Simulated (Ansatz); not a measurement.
`[NH2][Ga]([F])[SiH2]F` + H₂S → `[NH2][Ga]([F])[SH]` + `F[SiH3]`  (cleavage of the Ga–Si bond)

Isolated molecules relaxed with PBE0-D4/def2-TZVP in Ansatz; ΔE leaves out vibrations. CBS: MP2 limit from def2 TZ/QZ plus the TZ coupled-cluster correction, frozen cores. This one scheme is used for every species. DFT in def2-TZVPP. B3LYP here is the variant with VWN-RPA as its local correlation; programs differ in this. For Ga outer-core shells are correlated without core-valence functions, which leaves a few kJ/mol of doubt a bond. Scalar relativity is left out up to krypton. Each species was taken in one conformer, which may not be the lowest.

| level | ΔE (kcal/mol) | difference from CCSD(T)/CBS |
| --- | --- | --- |
| PBE-D4 | -13.5 | 3.6 |
| r2SCAN-D4 | -16.5 | 0.6 |
| B3LYP-D4 | -15.5 | 1.6 |
| ωB97M-V | -16.7 | 0.4 |
| B2PLYP | -17.3 | -0.2 |
| PBE | -13.6 | 3.5 |
| r2SCAN | -16.5 | 0.6 |
| PBE0 | -15.6 | 1.5 |
| HF/def2-TZVPP | -20.8 | -3.7 |
| MP2/def2-TZVPP | -19.6 | -2.5 |
| SCS-MP2/def2-TZVPP | -19.3 | -2.2 |
| HF/def2-QZVPP | -20.7 | -3.6 |
| MP2/def2-QZVPP | -19.3 | -2.2 |
| HF/CBS(def2) | -20.7 | -3.6 |
| MP2/CBS(def2) | -19.1 | -2.0 |
| CCSD/CBS(def2) | -17.2 | -0.1 |
| CCSD(T)/CBS | -17.1 | 0 |

Largest T1 diagnostic among the species: 0.014.

In def2-TZVPP, CCSD(T) changes the Hartree–Fock value by +3.2 kcal/mol (the triples alone add +0.1 kcal/mol) and MP2 by +1.2 kcal/mol. From PBE to PBE0 (25 % exact exchange), in def2-TZVPP and without D4, ΔE moves by −1.9 kcal/mol.

CCSD(T)/CBS has its own doubt, a few kJ/mol and more with outer-core shells, so smaller differences from it don't rank the levels.
